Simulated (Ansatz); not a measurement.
C$_{2}$H$_{7}$CuOS, SMILES `C[S+](C)[Cu-][OH]`, relaxed with RKS PBE-D4/def2-SVP in the Gaussian-basis code of Ansatz from a rough embedded geometry. The force threshold is 0.03 eV/Å; the program also tests the step.

Charge 0, multiplicity 1.

Start:

```xyz
12

C     1.310    0.662   -0.728
S     0.699   -0.198    0.691
C    -0.297   -1.636    0.229
Cu   -0.768    1.527    2.107
O    -1.822    1.587    0.743
H     0.450    0.922   -1.406
H     1.918    1.514   -0.474
H     1.977   -0.088   -1.335
H     0.375   -2.304   -0.364
H    -1.122   -1.272   -0.401
H    -0.657   -2.094    1.139
H    -2.063    1.380   -0.202
```

(1) How much energy does the relaxation release, and in how many steps? (Best estimate.)

(2) Which bonds change most? (Estimate.)

(3) Give the relaxed structure. (Best estimate.)

Results:

(1) Ansatz gave: 240.98 kJ/mol, in 18 steps, 1 of them rejected.

(2) The calculation gave: S2–Cu4 from 2.671 to 2.154 Å; C1–H8 from 1.174 to 1.108 Å; C1–S2 from 1.769 to 1.831 Å; Cu4–O5 from 1.725 to 1.781 Å.

(3) The calculation gave: 
```xyz
12

C     1.470    0.425   -0.788
S     0.636   -0.116    0.750
C    -0.048   -1.715    0.180
Cu   -1.052    1.199    0.996
O    -2.405    2.311    1.322
H     0.749    0.488   -1.624
H     1.884    1.430   -0.584
H     2.294   -0.274   -1.032
H     0.779   -2.410   -0.067
H    -0.711   -1.570   -0.694
H    -0.637   -2.124    1.022
H    -2.960    2.355    0.520
```
